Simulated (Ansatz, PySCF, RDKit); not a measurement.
Noncovalent pair: NH3 (SMILES N) (first 4 atoms) with H2Se (SMILES [SeH2]); geometry from B3LYP-D3(BJ)/def2-TZVP, rigid monomers moved along the line of their centres of mass till N1···H7 is 2.47 Å.
(charge 0, multiplicity 1):
```xyz
7

N     -0.0681    -0.1982     0.0157
H     -0.9794    -0.3057    -0.4151
H      0.3835     0.6005    -0.4148
H      0.4788    -1.0217    -0.2082
Se    -0.4065     0.2461     3.9350
H      0.9213     0.8658     4.0562
H     -0.2560     0.0934     2.4636
```

Interaction energies are E(AB) − E(A) − E(B) at the monomers' geometry in the complex; basis-set methods are counterpoise corrected. Rows marked so take none. RDKit's UFF carries no charges.

Correlated levels freeze the cores. Filled d and f shells under p-block atoms count as core. Rows in 6-31G* carry no dispersion term and start afresh at each structure (6-31G* with six Cartesian d functions); the Pople sets are all-electron and without relativity. MP2/6-31G* freezes PySCF's default core, which leaves 3d correlated.

The values were computed with Ansatz (Gaussian orbitals); PySCF for 6-31G* rows, the dispersion terms; RDKit for the force fields. 

| level | interaction energy (meV) |
|---|---|
| UFF | 19.7 |
| HF/6-31G* (no counterpoise) | -123.0 |
| HF/aug-cc-pVDZ | -63.2 |
| B3LYP/6-31G* | -145.4 |
| B3LYP/def2-TZVPPD | -96.4 |
| B3LYP-D3(BJ)/def2-TZVPPD | -132.9 |
| PBE0-D4/def2-TZVPPD | -147.6 |
| MP2/6-31G* | -140.2 |
| CCSD/aug-cc-pVTZ | … |

Task: Complete the blanks.

Result: 
- CCSD/aug-cc-pVTZ, interaction energy (meV): -107.5

Ansatz is a first-principles code.
